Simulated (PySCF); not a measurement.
Lowest empty level (eV) of eight silicon and germanium compounds: PBE beside PBE0, computed with PySCF for isolated molecules in the bases named; differences from unrounded values. The eight are the first of their class met in an unordered collection, after screening for sound electronic states; none was chosen by its value. Each molecule has one DFT geometry for both levels.

| molecule | basis | PBE0 |
|---|---|---|
| C3H8O2Si, SMILES O([SiH2]O)/C=C/C | def2-TZVP | 0.41 |
| C2H9ClOSi2, SMILES CO[Si@H](Cl)[SiH2]C | def2-TZVP | -0.29 |
| C3H9NSi2, SMILES C#C[C@H](N)[SiH2][SiH3] | def2-TZVP | -0.14 |
| CH₆F₂Si₃, SMILES F[Si@@H]1C[Si@H](F)[SiH2]1 | def2-TZVP | -1.27 |
| SiHClBr2, SMILES Cl[SiH](Br)Br | def2-TZVP | -0.90 |
| Si(Me)(OH)2(PH2) (CH₇O₂PSi), SMILES C[Si](O)(O)P | def2-TZVP | 0.37 |
| Se(Br)(OSiH3) (BrH3OSeSi), SMILES [SiH3]O[Se]Br | def2-TZVP | -2.54 |
| Se(SH)(GeH3) (GeH4SSe), SMILES S[Se][GeH3] | def2-TZVPD | -1.75 |

### Question
Estimate the PBE values and say how PBE differs from PBE0 over the set. (Estimate from the structure and the level; the computed values follow.)

### Answer

```
molecule                                            PBE  difference
------------------------------------------------  -----  ----------
C3H8O2Si, SMILES O([SiH2]O)/C=C/C                 -0.51       -0.92
C2H9ClOSi2, SMILES CO[Si@H](Cl)[SiH2]C            -1.12       -0.84
C3H9NSi2, SMILES C#C[C@H](N)[SiH2][SiH3]          -0.97       -0.83
CH₆F₂Si₃, SMILES F[Si@@H]1C[Si@H](F)[SiH2]1       -2.11       -0.84
SiHClBr2, SMILES Cl[SiH](Br)Br                    -1.81       -0.91
Si(Me)(OH)2(PH2) (CH₇O₂PSi), SMILES C[Si](O)(O)P  -0.47       -0.84
Se(Br)(OSiH3) (BrH3OSeSi), SMILES [SiH3]O[Se]Br   -3.37       -0.83
Se(SH)(GeH3) (GeH4SSe), SMILES S[Se][GeH3]        -2.65       -0.90
```
PBE lies below PBE0 in 8 and above it in 0 of the eight; the mean signed difference is -0.86 and the largest -0.92 eV.
